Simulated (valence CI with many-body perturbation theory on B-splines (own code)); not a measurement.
**E1 transitions of Rb30+**

Method: valence CI with perturbative core correlation (CI+MBPT): five valence electrons over a frozen Dirac-Fock core [He], a basis of 9 s, 9 p, 8 d, 6 f, 3 g, 1 h functions for each j, with the one-electron correlation potential Σ1, the two-electron term Σ2, the three-electron term Σ3, Breit, model QED; selected CI, second order for the rest (own B-spline code, finite nucleus).

The last digits are not significant, and no measured levels were compared; by estimate large intervals hold to a few tenths of a per cent, small ones and those within an open d or f shell to about a per cent. Among the levels kept, up to 1500 cm⁻¹ of a level comes from second order outside the variational space, and about a tenth of that is noise between levels of different J, which matters for small intervals.

Lines 101 to 150 of 294 in falling wavelength, among levels below 18229 × 10³ cm⁻¹, chosen from the strongest by gf and those to the six lowest levels. Wavelengths and rates use the calculated energies. Electric multipoles are in the length gauge, E1 and E2 with the static RPA response of the core. Weak lines are less certain than strong ones. Lines between different terms over intervals too small for the method are left out, as are lines whose strength nearly cancels. The highest levels of a list are the least certain.

Levels are named by their leading jj configuration (3d3/2^4 stands for four electrons in 3d with j = 3/2), which in mixed levels can hold well under half, so a name can repeat and another be missing. Letters in brackets count levels of one name in rising energy.

| λ vac (Å) | Upper | Lower | A (s⁻¹) | S (a.u.) |
| --- | --- | --- | --- | --- |
| 73.35 | (2s 2p1/2 2p3/2^3) J=3/2 [b] | (2s^2 2p3/2^3) J=3/2 | 1.45e+10 | 1.13e-02 |
| 73.31 | (2s 2p1/2 2p3/2^2 3s) J=5/2 [a] | (2s^2 2p1/2 2p3/2 3s) J=3/2 [a] | 3.21e+10 | 3.74e-02 |
| 70.81 | (2s 2p1/2 2p3/2^3) J=3/2 [a] | (2s^2 2p1/2 2p3/2^2) J=1/2 | 2.22e+09 | 1.56e-03 |
| 70.69 | (2s 2p1/2 2p3/2^2 3s) J=7/2 | (2s^2 2p1/2 2p3/2 3s) J=5/2 | 2.14e+10 | 2.98e-02 |
| 70.52 | (2p1/2^2 2p3/2^3) J=3/2 | (2s 2p1/2 2p3/2^3) J=5/2 | 6.23e+10 | 4.31e-02 |
| 67.43 | (2s 2p1/2^2 2p3/2^2) J=5/2 | (2s^2 2p1/2^2 2p3/2) J=3/2 | 2.37e+10 | 2.15e-02 |
| 66.63 | (2s 2p1/2 2p3/2^2 3s) J=5/2 [b] | (2s^2 2p1/2 2p3/2 3s) J=5/2 | 1.40e+10 | 1.23e-02 |
| 64.59 | (2p1/2^2 2p3/2^3) J=3/2 | (2s 2p1/2 2p3/2^3) J=3/2 [a] | 5.00e+10 | 2.66e-02 |
| 64.43 | (2s 2p1/2 2p3/2^3) J=3/2 [a] | (2s^2 2p1/2 2p3/2^2) J=5/2 | 4.95e+09 | 2.61e-03 |
| 60.57 | (2s^2 2p3/2^2 3p3/2) J=3/2 [a] | (2s^2 2p1/2^2 3s) J=1/2 | 3.66e+10 | 1.60e-02 |
| 60.26 | (2s 2p1/2 2p3/2^3) J=3/2 [a] | (2s^2 2p1/2 2p3/2^2) J=3/2 | 1.02e+11 | 4.41e-02 |
| 60.20 | (2s 2p1/2^2 2p3/2 3p1/2) J=1/2 | (2s^2 2p1/2^2 3p1/2) J=1/2 | 6.70e+10 | 1.44e-02 |
| 60.07 | (2s 2p1/2^2 2p3/2 3s) J=1/2 | (2s^2 2p1/2^2 3s) J=1/2 | 7.49e+10 | 1.60e-02 |
| 59.90 | (2s 2p1/2^2 2p3/2 3p1/2) J=3/2 [b] | (2s^2 2p1/2^2 3p1/2) J=1/2 | 6.77e+10 | 2.87e-02 |
| 59.44 | (2s 2p1/2 2p3/2^3) J=5/2 | (2s^2 2p1/2 2p3/2^2) J=5/2 | 8.46e+10 | 5.26e-02 |
| 59.21 | (2p1/2 2p3/2^4) J=1/2 | (2s 2p1/2 2p3/2^3) J=3/2 [b] | 1.84e+11 | 3.78e-02 |
| 58.69 | (2s 2p1/2 2p3/2^3) J=1/2 | (2s^2 2p1/2 2p3/2^2) J=1/2 | 8.08e+10 | 1.61e-02 |
| 58.46 | (2s^2 2p3/2^2 3p3/2) J=3/2 [b] | (2s^2 2p1/2^2 3s) J=1/2 | 3.46e+10 | 1.37e-02 |
| 56.77 | (2s 2p1/2^2 2p3/2^2) J=3/2 | (2s^2 2p1/2^2 2p3/2) J=3/2 | 1.04e+11 | 3.76e-02 |
| 56.54 | (2s 2p1/2^2 2p3/2^2) J=1/2 | (2s^2 2p1/2^2 2p3/2) J=3/2 | 8.18e+10 | 1.46e-02 |
| 55.88 | (2s 2p1/2 2p3/2^3) J=5/2 | (2s^2 2p1/2 2p3/2^2) J=3/2 | 1.76e+09 | 9.08e-04 |
| 55.79 | (2s 2p1/2 2p3/2^3) J=3/2 [b] | (2s^2 2p1/2 2p3/2^2) J=1/2 | 3.73e+10 | 1.28e-02 |
| 54.29 | (2s 2p3/2^4) J=1/2 | (2s^2 2p3/2^3) J=3/2 | 2.44e+11 | 3.86e-02 |
| 53.10 | (2p1/2^2 2p3/2^3) J=3/2 | (2s 2p1/2^2 2p3/2^2) J=3/2 | 6.54e+10 | 1.93e-02 |
| 51.75 | (2s 2p1/2 2p3/2^3) J=3/2 [b] | (2s^2 2p1/2 2p3/2^2) J=5/2 | 2.30e+11 | 6.28e-02 |
| 51.25 | (2s 2p1/2 2p3/2^3) J=1/2 | (2s^2 2p1/2 2p3/2^2) J=3/2 | 1.47e+11 | 1.95e-02 |
| 49.03 | (2s 2p1/2 2p3/2^3) J=3/2 [b] | (2s^2 2p1/2 2p3/2^2) J=3/2 | 5.58e+08 | 1.30e-04 |
| 47.71 | (2s 2p1/2 2p3/2^3) J=3/2 [a] | (2s^2 2p1/2^2 2p3/2) J=3/2 | 2.19e+10 | 4.68e-03 |
| 46.26 | (2p1/2^2 2p3/2^3) J=3/2 | (2s 2p1/2^2 2p3/2^2) J=5/2 | 3.17e+10 | 6.20e-03 |
| 44.03 | (2s 2p3/2^4) J=1/2 | (2s^2 2p1/2 2p3/2^2) J=1/2 | 2.20e+09 | 1.86e-04 |
| 41.88 | (2s 2p1/2 2p3/2^3) J=1/2 | (2s^2 2p1/2^2 2p3/2) J=3/2 | 1.59e+10 | 1.15e-03 |
| 40.38 | (2s 2p1/2 2p3/2^3) J=3/2 [b] | (2s^2 2p1/2^2 2p3/2) J=3/2 | 1.67e+10 | 2.17e-03 |
| 39.71 | (2s 2p3/2^4) J=1/2 | (2s^2 2p1/2 2p3/2^2) J=3/2 | 2.92e+10 | 1.80e-03 |
| 6.593 | (2s^2 2p1/2^2 3p3/2) J=3/2 | (2s 2p1/2^2 2p3/2^2) J=5/2 | 7.63e+10 | 4.32e-05 |
| 6.469 | (2s^2 2p1/2^2 3s) J=1/2 | (2s^2 2p1/2 2p3/2^2) J=1/2 | 4.54e+10 | 1.21e-05 |
| 6.466 | (2s^2 2p1/2 2p3/2 3s) J=3/2 [a] | (2s^2 2p3/2^3) J=3/2 | 2.69e+10 | 1.44e-05 |
| 6.447 | (2s^2 2p1/2 2p3/2 3p1/2) J=5/2 | (2s 2p1/2^2 2p3/2^2) J=5/2 | 2.54e+10 | 2.01e-05 |
| 6.421 | (2s^2 2p1/2 2p3/2 3p3/2) J=5/2 [a] | (2s 2p1/2^2 2p3/2^2) J=5/2 | 6.40e+10 | 5.02e-05 |
| 6.417 | (2s^2 2p1/2 2p3/2 3s) J=3/2 [b] | (2s^2 2p3/2^3) J=3/2 | 1.04e+11 | 5.42e-05 |
| 6.406 | (2s^2 2p1/2 2p3/2 3p3/2) J=3/2 [a] | (2s 2p1/2^2 2p3/2^2) J=5/2 | 3.17e+11 | 1.65e-04 |
| 6.369 | (2s^2 2p1/2 2p3/2 3p3/2) J=3/2 [c] | (2s 2p1/2^2 2p3/2^2) J=5/2 | 3.78e+11 | 1.93e-04 |
| 6.367 | (2s^2 2p1/2^2 3s) J=1/2 | (2s^2 2p1/2 2p3/2^2) J=3/2 | 1.29e+11 | 3.30e-05 |
| 6.350 | (2s^2 2p1/2 2p3/2 3p3/2) J=5/2 [b] | (2s 2p1/2^2 2p3/2^2) J=5/2 | 1.89e+11 | 1.43e-04 |
| 6.291 | (2s^2 2p1/2 2p3/2 3s) J=3/2 [a] | (2s^2 2p1/2 2p3/2^2) J=1/2 | 3.89e+10 | 1.91e-05 |
| 6.278 | (2s 2p1/2^2 2p3/2 3s) J=5/2 | (2s 2p1/2^2 2p3/2^2) J=5/2 | 1.60e+12 | 1.18e-03 |
| 6.277 | (2s 2p1/2 2p3/2^2 3s) J=3/2 | (2s 2p1/2 2p3/2^3) J=3/2 [a] | 7.77e+12 | 3.79e-03 |
| 6.276 | (2s^2 2p1/2 2p3/2 3s) J=1/2 | (2s^2 2p1/2 2p3/2^2) J=1/2 | 3.40e+12 | 8.30e-04 |
| 6.273 | (2s 2p1/2 2p3/2^2 3s) J=5/2 [b] | (2s 2p1/2 2p3/2^3) J=5/2 | 8.52e+12 | 6.23e-03 |
| 6.245 | (2s^2 2p1/2 2p3/2 3s) J=3/2 [b] | (2s^2 2p1/2 2p3/2^2) J=1/2 | 3.51e+12 | 1.69e-03 |
| 6.238 | (2s^2 2p3/2^2 3p3/2) J=3/2 [a] | (2s 2p1/2^2 2p3/2^2) J=3/2 | 2.49e+12 | 1.19e-03 |
